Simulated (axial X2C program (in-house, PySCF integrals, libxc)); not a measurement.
# FeP⁺: properties at the nuclei

Computed with an in-house all-electron X2C program for linear molecules (integrals from PySCF): two-component X2C with atomic mean-field Coulomb and Gaunt terms, Gaussian nuclei, basis Fe dyall-cv3z, P dyall-v3z with contracted cores.

R = 2.183 Å (near the PBE0 minimum at charge 1 of the determinant lowest at the starting distance; the state shown can have its own minimum elsewhere).

Input and command:
```json
{"zs": [26, 15], "q": 1, "bas": ["dyall-cv3z", "dyall-v3z"], "r0": 2.11, "levels": ["PBE0", "HF", "B3LYP", "PBE", "LDA"], "nst": 3}
```
```bash
python soeom.py task.json out
```

Keys: zs atomic numbers; q charge; bas basis sets; r0 starting distance in Å; levels methods; nst determinants followed.

Determinant lowest in the PBE0 search, Ω = 3 (⟨Sz⟩ = 1.00, ⟨Lz⟩ = 2.00 at PBE0), spin on the atoms Fe 1.90, P -0.90:

| level | Eeff magnitude (GV/cm) | Ws magnitude Fe (kHz) | Ws magnitude P (kHz) | A∥/gI Fe (MHz) | qzz Fe (a.u.) | A∥/gI P (MHz) | qzz P (a.u.) |
| --- | --- | --- | --- | --- | --- | --- | --- |
| PBE0 | 0.358 | 0.0304 | 0.0031 | 641 | 1.50 | 52.7 | -1.37 |
| HF | 0.0524 | 0.00577 | 0.0023 | 681 | 1.72 | 44.8 | -0.81 |
| B3LYP | 0.342 | 0.029 | 0.00277 | 633 | 1.48 | 44.1 | -1.49 |
| PBE | 0.396 | 0.0356 | 0.00401 | 639 | 1.25 | 51.1 | -1.65 |
| LDA | 0.399 | 0.0322 | 0.00312 | 633 | 0.96 | 45.8 | -1.74 |

Eeff is the effective electric field on the electron electric dipole moment in this Ω state and Ws the scalar–pseudoscalar constant of the nucleus named (defined with the proton number Z and per Ω); A∥ (defined per Ω) follows by multiplying with gI = μI/(I μN); qzz is the electric field gradient, eQq0 = 234.96 MHz × Q/barn × qzz. The operators were transformed with the bare-nucleus X2C matrices; with these basis sets, hyperfine constants and field gradients can be off by tens of per cent, and where levels differ in sign neither size nor sign is settled.

(1) With gI(57Fe) = 0.1809, gI(31P) = 2.2632 (g factors from the IAEA table of nuclear moments by Stone), turn the PBE0 values of the first state into constants in MHz.

Each state is one determinant with collinear spin, which with several unpaired electrons need not be a pure state. Unrestricted Hartree–Fock can overshoot spin polarisation at the nuclei. With several open shells hyperfine constants can be off by a factor of several. Where Eeff spreads by more than a factor of two the levels disagree and none is to be relied on. In the state Ω = 3 the atomic spins oppose each other (1.90, -0.90): a broken-symmetry determinant whose values are not spin-projected. Open-shell Ω = 0 determinants with evenly filled partner blocks cannot be reached by this program, so the Ω shown need not be the lowest component. States lie within half an eV, so the first need not be the ground state. The sign of Ws at Fe differs between levels in the first state. Further determinants of the search, some of them spin-mixed, are not shown. Where a field gradient or hyperfine factor spreads by more than a factor of two over the levels, a constant derived from it is not to be relied on.

Results:

(1) A∥(57Fe) = 641 × 0.1809 = 116 MHz; A∥(31P) = 52.7 × 2.2632 = 119 MHz.
